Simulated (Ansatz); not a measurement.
Total energies of the cluster Ga₆ (the lowest singlet isomer of a short search) from Ansatz at PBE-D4/def2-SVP, gas phase (1 Eh = 27.2114 eV = 2625.5 kJ/mol). The reference geometry is relaxed at r2SCAN-D4/def2-SVP.

```csv
atom,x (Å),y (Å),z (Å)
Ga1,1.8906,-0.2497,0.8762
Ga2,-1.1540,-1.2497,-0.7179
Ga3,1.2106,-0.8773,-1.4726
Ga4,-0.4059,1.8062,0.9892
Ga5,-1.0822,1.1759,-1.3601
Ga6,-0.4592,-0.6054,1.6850
```

```
                 state   geometry   energy (Eh)
      charge 0 singlet  reference  -11546.03222
      charge 1 doublet  reference  -11545.78565
     charge -1 doublet  reference  -11546.10524
free Ga atom (doublet)          –   -1924.26790
```

Question: Work out the vertical ionisation energy to the doublet.

Answer: E(charge 1 doublet) − E(charge 0 singlet) = -11545.78565 − (-11546.03222) = 0.24657 Eh = 6.71 eV. For comparison, −ε of the highest occupied level is 4.62 eV at this level, 2.09 eV less.

Question: Work out the vertical electron affinity, to the doublet.

Answer: E(charge 0 singlet) − E(charge -1 doublet) = -11546.03222 − (-11546.10524) = 0.07302 Eh = 1.99 eV. The basis lacks diffuse functions, which makes affinities too small.

Question: Give the fundamental gap IE − EA, the Mulliken electronegativity (IE + EA)/2 and the hardness (IE − EA)/2.

Answer: From the values in Eh: IE − EA = 0.24657 − 0.07302 = 0.17355 Eh = 4.72 eV; (IE + EA)/2 = 4.35 eV; (IE − EA)/2 = 2.36 eV. The HOMO–LUMO gap of the same run is 0.66 eV, 4.06 eV smaller than the fundamental gap.

Question: What is the binding energy per atom against free atoms?

Answer: Atoms: 6 × (-1924.26790) = -11545.60740 Eh. Binding: -11545.60740 − (-11546.03222) = 0.42482 Eh = 11.56 eV, or 1.93 eV for each of 6 atoms (no zero-point energy, no counterpoise term).

The restricted singlet is unstable towards broken spin symmetry in Hartree–Fock (as tested in another run); at PBE-D4/def2-SVP this wasn't settled.  

The structure comes from a short search, and lower isomers may exist.
